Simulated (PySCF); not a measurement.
**MK for M along the third period**

PBE0 with triple-zeta basis sets in PySCF, for the lowest determinant that a PBE0 search found; no spin–orbit coupling. De refers to high-spin ground-configuration atoms. A positive dipole means M(−)K(+).

```csv
M,basis,state (unpaired electrons),Re (Å),ωe (cm⁻¹),De (eV),μ (D)
Na,pcseg-2,singlet (closed shell),3.545,124,0.61,3.02
Si,def2-TZVPP,"quartet (σ ↑, π ↑↑)",3.051,204,1.59,9.55
P,def2-TZVPP,triplet (π ↑↑),3.037,212,1.30,9.30
S,x2c-TZVPPall,doublet (π ↑),2.828,254,2.59,10.01
Cl,def2-TZVPP,singlet (closed shell),2.684,277,4.21,10.18
```

Task: By what factor does the harmonic wavenumber vary along the series?

Result: At PBE0 it runs from 124 cm⁻¹ (KNa) to 277 cm⁻¹ (KCl), a factor of 2.23.

The rows differ in basis set, which adds steps of its own.

The state changes along the series, so neighbouring rows are not always alike in their bonding.

Closed-shell solutions of metal pairs were not tested for spin polarisation, which can lower them a little. States were picked by a PBE0 search and need not be the measured ground states.
